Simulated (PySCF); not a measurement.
Species: `C[S@@](=O)CCC([SiH3])[SiH3]`. The columns A, B, C and D hold Mulliken, IAO, Hirshfeld and ESP-fitted charges (e) of one PBE0/pcSseg-1 density (PySCF), in a shuffled order. Coordinates in Å (GFN2-xTB); the density's dipole moment is (-0.03, -2.50, 1.94) D.

```tsv
atom	x	y	z	A	B	C	D
C1	3.277	-0.389	-0.086	-0.409	-0.581	-0.132	-0.483
S2	2.424	1.250	0.004	+0.608	+1.085	+0.337	+0.253
O3	2.299	1.711	-1.379	-0.617	-0.905	-0.358	-0.409
C4	0.745	0.585	0.469	-0.416	-0.406	-0.085	-0.364
C5	0.086	-0.121	-0.695	-0.197	-0.251	-0.076	+0.362
C6	-1.417	-0.349	-0.501	-0.789	-0.636	-0.186	-0.360
Si7	-1.784	-1.483	0.986	+0.476	+0.579	+0.302	+0.381
Si8	-2.423	1.273	-0.472	+0.480	+0.579	+0.307	+0.404
H9	4.325	-0.197	-0.292	+0.161	+0.170	+0.054	+0.207
H10	2.853	-0.976	-0.892	+0.159	+0.161	+0.051	+0.169
H11	3.171	-0.892	0.868	+0.134	+0.156	+0.048	+0.157
H12	0.171	1.466	0.756	+0.176	+0.151	+0.041	+0.161
H13	0.878	-0.053	1.339	+0.161	+0.145	+0.042	+0.147
H14	0.573	-1.089	-0.855	+0.135	+0.129	+0.035	-0.032
H15	0.258	0.488	-1.589	+0.167	+0.157	+0.032	-0.033
H16	-1.756	-0.893	-1.391	+0.181	+0.158	+0.044	+0.088
H17	-3.155	-1.981	0.891	-0.066	-0.110	-0.075	-0.094
H18	-1.606	-0.763	2.250	-0.068	-0.121	-0.078	-0.121
H19	-0.850	-2.617	0.966	-0.077	-0.118	-0.079	-0.112
H20	-3.833	0.939	-0.677	-0.070	-0.112	-0.076	-0.111
H21	-1.957	2.159	-1.537	-0.055	-0.106	-0.070	-0.090
H22	-2.288	1.951	0.822	-0.073	-0.123	-0.078	-0.119
```

Which column most likely holds the ESP-fitted charges?

D. Σ q r misses the density's dipole by 0.08 D (D), 1.41 D (C), 2.44 D (A), 4.05 D (B). Charges fitted to the outside potential are the only set here that is tied to the molecule's multipoles.

And the Hirshfeld charges?

C. The mean sizes are 0.118 e (C), 0.212 e (D), 0.258 e (A), 0.315 e (B), and Hirshfeld charges are commonly the smallest of these schemes.

As computed, A = Mulliken, B = IAO, C = Hirshfeld, D = ESP-fitted. Hydrogens on carbon: Mulliken +0.13 to +0.18, IAO +0.13 to +0.17, Hirshfeld +0.03 to +0.05, ESP-fitted -0.03 to +0.21 e.

The ESP scheme is a least-squares fit of atom-centred charges to the potential on four shells outside the van der Waals surface, with the total charge fixed. The Mulliken scheme gives each basis function's population to the atom it is centred on and halves the overlap population of two atoms between them.

One conformer (not necessarily the lowest) at the GFN2-xTB geometry, without solvent, vibrations or thermal averaging.

The run behind these numbers computed NMR shieldings as well. The run took 88 s wall on an Arm Neoverse N1 with one thread, on a shared host, and the process peaked at 1.1 GiB of memory.

Shape of the structure used: `[CH3:1][S@@:2](=[O:3])[CH2:4][CH2:5][CH:6]([SiH3:7])[SiH3:8]`: C1–S2–C4–C5 -72°, S2–C4–C5–C6 -164°, C4–C5–C6–Si7 -63°.
